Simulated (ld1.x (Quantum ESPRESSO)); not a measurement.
## Configuration tests for C (Z = 6) (ultrasoft)

```json
{
 "Element": "carbon",
 "Generator": "ld1.x (Quantum ESPRESSO) 7.5",
 "Type": "ultrasoft",
 "Functional": "LDA (PZ)",
 "Relativity": "non-relativistic",
 "Frozen core": "[He]",
 "Valence charge": "4",
 "Reference configuration": "2s2 2p2",
 "Partial waves": "2s (bound): rcut 1.00, rcutus 1.40 bohr; 2s channel at 1.2 Ry: rcut 1.00, rcutus 1.40 bohr; 2p (bound): rcut 2.30, rcutus 2.85 bohr; 2p channel at 0.2 Ry: rcut 2.30, rcutus 2.85 bohr",
 "Local potential": "all-electron potential smoothed inside 2.15 bohr (lloc = -1)",
 "Core correction": "Bessel-smoothed model core, default radius (core density twice the valence density)",
 "Augmentation charge": "built from norm-conserving waves at rcut, not smoothed further"
}
```

Energies are relative to the spin-unpolarised reference configuration 2s2 2p2; without spin polarisation the order of configurations can differ from experiment. Spin-polarised rows fill each open shell by Hund’s rule, majority spin first. Not all tests gave a result: 1 of 9 tests not solved or not reliable. Left out of the table: 2s2 2p1.5 (pseudo-atom not self-consistent, printed error -40 meV). The frozen-core shift is the all-electron ΔE with the core orbitals held at their reference shape minus the fully relaxed ΔE.

| valence configuration | charge | ΔE all-electron (eV) | error AE − PS (meV) | frozen-core shift (meV) |
| --- | --- | --- | --- | --- |
| 2s2 2p1 | +1 | 10.992 | -146 | +0.3 |
| 2s2 2p0 | +2 | 35.254 | +445 | +4.0 |
| 2s1 2p0 | +3 | 83.203 | +891 | +23 |
| 2s2 2p2.3 | -0.3 | -1.200 | -20 | 0.0 |
| 2s1 2p3 | 0 | 8.227 | -5.7 | +0.5 |
| 2s2 2p2 (spin-polarised) | 0 | -1.129 | +15 | +1.6 |
| 2s2 2p1 (spin-polarised) | +1 | 10.595 | -179 | +1.0 |

Q: What are ΔE and the potential's error for 2s1 2p2?

A: ΔE = 19.469 eV all-electron; the error (AE − PS) is -474 meV.

Levels in the configuration 2s1 2p0:

```json
{"level": "2s", "all-electron (eV)": "-55.844", "pseudo (eV)": "-55.307"}
```

A Bessel basis up to 400 Ry misses an occupied level by 0.10 Ry, so cutoffs and ghosts were not judged.
